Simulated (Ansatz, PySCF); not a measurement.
Species: C5H3O2, net charge 0, doublet state. It need not be the lowest isomer of its formula. 
Geometry from a B3LYP-D3(BJ)/def2-TZVP (Ansatz, a program for electronic structure) optimisation:
SMILES: O=Cc1cc[c]o1
```xyz
10

C     -1.9738     0.2270     0.2616
C     -1.6109    -1.0853     0.2872
O     -0.3254    -1.2972     0.1205
C      0.2487    -0.0316    -0.0328
C     -0.7404     0.9101     0.0503
C      1.6807     0.0231    -0.2353
O      2.2930     1.0585    -0.3806
H     -2.9591     0.6405     0.3748
H     -0.5884     1.9735    -0.0325
H      2.1817    -0.9634    -0.2479
```
Charge 0, spin multiplicity 2.

Dipole moments at this geometry, in debye (magnitudes).

| level | program | dipole (D) |
|---|---|---|
| HF/def2-TZVPD | PySCF | 2.66 |
| SVWN5/def2-TZVPD | Ansatz | 2.37 |
| PBE/def2-TZVPD | Ansatz | 2.50 |
| r2SCAN/def2-TZVPD | Ansatz | 2.82 |
| B3LYP/def2-TZVPD | PySCF | 2.80 |
| PBE0/def2-TZVPD | Ansatz | 2.79 |
| BHLYP/def2-TZVPD | Ansatz | 2.92 |
| TPSSh/def2-TZVPD | PySCF | 2.74 |
| r2SCANh/def2-TZVPD | Ansatz | 2.87 |
| r2SCAN0/def2-TZVPD | Ansatz | 2.91 |
| CAM-B3LYP/def2-TZVPD | Ansatz | 2.77 |
| LC-wPBE/def2-TZVPD | Ansatz | 2.64 |
| wB97X-V/def2-TZVPD | Ansatz | 2.65 |
